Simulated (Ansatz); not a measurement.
Total energies of the cluster Cs₃⁻ from Ansatz at PBE/def2-TZVPD, gas phase (1 Eh = 27.2114 eV = 2625.5 kJ/mol). The reference geometry is relaxed at PBE/def2-TZVPD.

```
atom   x (Å)   y (Å)   z (Å)
 Cs1   0.002  -0.004   0.007
 Cs2  -1.499   4.014   2.780
 Cs3   1.497  -4.010  -2.788
```

```
            state                   geometry  energy (Eh)
charge -1 singlet                  reference    -60.50068
 charge 0 doublet                  reference    -60.46801
charge -1 triplet  relaxed at PBE/def2-TZVPD    -60.48898
charge -1 quintet  relaxed at PBE/def2-TZVPD    -60.45606
```

In the def2 sets Cs takes a core potential; there is no spin–orbit coupling.

**Question.** Work out the vertical ionisation energy to the doublet.

**Answer.** E(charge 0 doublet) − E(charge -1 singlet) = -60.46801 − (-60.50068) = 0.03267 Eh = 0.89 eV. For comparison, −ε of the highest occupied level is -0.10 eV at this level, 0.99 eV less.

**Question.** Which of the charge -1 states is lowest, and how far above it are the others?

**Answer.** The singlet. triplet: -60.48898 − (-60.50068) = 0.01170 Eh = 30.7 kJ/mol; quintet: -60.45606 − (-60.50068) = 0.04462 Eh = 117.1 kJ/mol. The quintet differs in its bonds from the reference.

At PBE/def2-TZVPD the highest occupied level of the charge -1 singlet lies above zero (up to 0.10 eV). By energy differences its removal costs 0.89 eV (vertical, to the charge 0 doublet, at PBE/def2-TZVPD); a positive level beside a positive removal energy at the same level points to self-interaction error. At PBE/def2-TZVPD the highest occupied level of the charge -1 triplet lies above zero (up to 0.30 eV). It is a level of α spin, whose loss leaves a doublet; that state wasn't run at this geometry and level. The electron is either unbound and held by the finite basis, or the level is raised by self-interaction error. At PBE/def2-TZVPD the highest occupied level of the charge -1 quintet lies above zero (up to 0.53 eV). It is a level of α spin, whose loss leaves a quartet; that state wasn't run at this geometry and level. The electron is either unbound and held by the finite basis, or the level is raised by self-interaction error. At PBE/def2-TZVPD the gap within one spin of the charge -1 quintet nearly closes, so an electron or hole may be smeared out by delocalisation error. 

The structure comes from a short search, and lower isomers may exist.
